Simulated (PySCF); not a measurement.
NICS in rings of unrelated molecules.

Definitions: NICS(0) = −σiso at the ring centroid; NICS(1) = −σiso and NICS(1)zz = −σzz at ±1 Å along the ring normal z. Level: GIAO PBE0/pcSseg-1 (PySCF, non-relativistic, gas phase) on the GFN2-xTB geometries, one conformer each. Atom numbers follow the mapped SMILES.

Question: Order these rings by mean NICS(1)zz, lowest (most negative) first (ppm).
A. ring C2–C3–C4–C5–P6 in `[CH3:1][C:2]1=[CH:3][CH2:4][CH2:5][P@@H:6]1=[S:7]`
B. ring N2–N3–N4–C5–C6 in `[CH3:1][n:2]1[n:3][n:4][cH:5][c:6]1[SiH3:7]`
C. ring P3–C5–C6 in `[CH2:1]=[CH:2][P@@:3]1(=[S:4])[CH2:5][C@H:6]1[CH3:7]`
D. ring C3–C4–C5 in `[F:1]/[CH:2]=[C:3]1[CH:4]=[C:5]\1[C:6]([F:7])([F:8])[F:9]`
E. ring C3–C4–C5–P6 in `[CH2:1]=[CH:2][C@@H:3]1[CH2:4][CH2:5][P@H:6]1=[S:7]`
F. ring C3–C4–C5–C6–C7 in `[CH:1]#[C:2][C@@:3]12[CH2:4][CH:5]=[CH:6][C@@H:7]1[C@H:8]2[O:9][CH:10]=[O:11]`
G. ring Si4–N5–Si6–N9 in `[CH3:1][CH2:2][CH2:3][Si@H:4]1[NH:5][Si@H:6]([CH2:7][CH3:8])[NH:9]1`

Answer: B (-34.6), C (-14.0), D (-8.8), F (-3.3), A (-1.9), G (0.7), E (2.9).

```csv
SMILES,ring,NICS(0),NICS(1),NICS(1)zz,HOMA,rms pucker (Å),ring atoms with four or more neighbours
Cn1nncc1[SiH3],5-membered ring with 3 N; formal bonds all aromatic,-13.3,-13.6,-34.6,0.96,0.00,0
C=C[P@@]1(=S)C[C@H]1C,3-membered ring with P; formal bonds all single,-27.6,-6.6,-14.0,–,0.00,3
F/C=C1C=C\1C(F)(F)F,"3-membered carbocycle; formal bonds 1 double, 2 single",-25.2,-6.6,-8.8,-0.23,0.00,0
C#C[C@@]12CC=C[C@@H]1[C@H]2OC=O,"5-membered carbocycle; formal bonds 1 double, 4 single",-6.0,-4.5,-3.3,–,0.01,3
CC1=CCC[P@@H]1=S,"5-membered ring with P; formal bonds 1 double, 4 single",-3.1,-3.6,-1.9,–,0.09,3
CCC[Si@H]1N[Si@H](CC)N1,4-membered ring with 2 N and 2 Si; formal bonds all single,-7.7,-1.4,0.7,–,0.01,2
C=C[C@@H]1CC[P@H]1=S,4-membered ring with P; formal bonds all single,-4.4,-2.6,2.9,–,0.14,4
```

NICS(0) gives another order. The isotropic NICS(1) gives another order. HOMA uses Krygowski's 1993 parameters; it is left out where a ring has a four-coordinate atom, a triple bond, no multiple bond or a kind of bond without parameters. NICS(1) and NICS(1)zz are means over the two faces.
